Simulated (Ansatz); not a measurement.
`C=[CH][Ga]([F])[Br]` + H–F → `[F][Ga]([F])[Br]` + `C=C`  (ligand exchange at a Ga–C bond)

Isolated molecules relaxed with PBE0-D4/def2-TZVP in Ansatz; ΔE leaves out vibrations. CBS: MP2 limit from def2 TZ/QZ plus the TZ coupled-cluster correction, frozen cores. This one scheme is used for every species. For Br, Ga outer-core shells are correlated without core-valence functions, which leaves a few kJ/mol of doubt a bond. Scalar relativity is left out up to krypton. Each species was taken in one conformer, which may not be the lowest.

| species | HF/CBS(def2) energy (Eh) |
| --- | --- |
| `C=[CH][Ga]([F])[Br]` | -4672.86519 |
| H–F | -100.07071 |
| `[F][Ga]([F])[Br]` | -4694.89828 |
| `C=C` | -78.07079 |

Work out ΔE.

ΔE = (-4694.89828) + (-78.07079) − (-4672.86519) − (-100.07071) = -0.03317 Eh = -87.1 kJ/mol. CCSD(T)/CBS gives -52.8 kJ/mol.

Largest T1 diagnostic among the species: 0.012.

At CCSD(T), def2-SVP lies −29.5 kJ/mol from the extrapolated value and def2-TZVPP −8.3 kJ/mol. The D4 term adds +8.2 kJ/mol with B3LYP and +4.6 kJ/mol with PBE0; it sums over pairs of atoms, weighted by their polarisabilities, and B3LYP, whose exchange is more repulsive, gets the larger term. In def2-TZVPP, CCSD(T) changes the Hartree–Fock value by +22.7 kJ/mol (the triples alone add +2.7 kJ/mol) and MP2 by +25.7 kJ/mol.

B3LYP here is the variant with VWN-RPA as its local correlation; programs differ in this.
